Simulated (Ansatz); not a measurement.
What each rung costs, and what it gives

Saddle point of AlSiH5ClF, singlet (SiH₃Cl ([SiH3][Cl]) + AlH₂F ([F][AlH2]) → AlH₂Cl ([AlH2][Cl]) + SiH₃F ([F][SiH3]) (still joined by a long Al–F bond); bonds formed: F2–Si5; dative contacts that become bonds: Al1–Cl6; bonds broken: Si5–Cl6; bonds weakened to dative contacts: Al1–F2), PBE0-D4/def2-TZVP structure:

Al1  (-1.545, -0.262, -0.773)
F2  (-0.236, 0.921, -0.352)
H3  (-1.381, -0.701, -2.277)
H4  (-2.885, 0.170, -0.068)
Si5  (1.233, 0.279, 0.608)
Cl6  (-0.314, -1.580, 0.584)
H7  (2.036, 0.072, -0.610)
H8  (1.829, -0.541, 1.696)
H9  (1.264, 1.642, 1.190)
(Å)

Barriers are electronic and count from the start structure reached by relaxing down the imaginary mode.

Program: Ansatz 0.2.0. Basis: as named in each row. Cores are frozen in the correlated methods. B3LYP uses VWN-RPA correlation. Extrapolation: Hartree–Fock as exp(−7.88 √X), correlation as X^−2.97.

Times are rough, for one single point on 4 threads of a shared host (Arm Neoverse V1).

The estimate by CCSD(T) at an estimated basis limit (MP2 extrapolated from triple and quadruple zeta, plus CCSD(T) − MP2 in triple zeta) is 8.98 kcal/mol.

```
      method       basis  time (s)  barrier (kcal/mol)  method less estimate
          HF      STO-3G   under 1              -11.67                -20.64
      PBE-D4      STO-3G   under 1              -25.67                -34.64
       SPW92    def2-SVP   under 1                2.00                 -6.98
      PBE-D4    def2-SVP   under 1                5.42                 -3.56
    B3LYP-D4       6-31G   under 1                6.31                 -2.67
     PBE0-D4    def2-SVP         1                6.05                 -2.93
       SPW92  def2-TZVPP         1                4.30                 -4.67
      PBE-D4  def2-TZVPP         2                7.56                 -1.42
     BLYP-D4  def2-TZVPP         2                9.29                  0.31
     CCSD(T)    def2-SVP         2                9.12                  0.14
    BHLYP-D4  def2-TZVPP         3                9.97                  1.00
    B3LYP-D4  def2-TZVPP         3                9.46                  0.48
CAM-B3LYP-D4  def2-TZVPP         3                9.20                  0.22
     PBE0-D4  def2-TZVPP         3                8.12                 -0.86
   r2SCAN-D4  def2-TZVPP         4                7.71                 -1.27
  RPA on PBE  def2-TZVPP         4                9.25                  0.28
      B2PLYP  def2-TZVPP         5                9.64                  0.67
     wB97M-V    def2-SVP         6                5.76                 -3.22
  r2SCAN0-D4  def2-TZVPP         6                8.15                 -0.83
    PBE-QIDH  def2-TZVPP         6                8.70                 -0.27
     wB97X-V  def2-TZVPP         8                8.95                 -0.02
     wB97M-V  def2-TZVPP         9                8.08                 -0.90
      B97M-V  def2-TZVPP        10                8.45                 -0.53
         MP2  def2-QZVPP        17                9.06                  0.08
     CCSD(T)  def2-TZVPP        77                9.52                  0.54
```

All methods are single points on the PBE0-D4 structures; a negative value means that the method puts the saddle structure below the start.

T1 diagnostic: at most 0.011.

Ligand swaps between two centres remove the fluorinated layer in thermal atomic layer etching, and scramble precursors in the gas phase.

Labels in which every atom is bracketed show which atoms are joined, not bond orders.
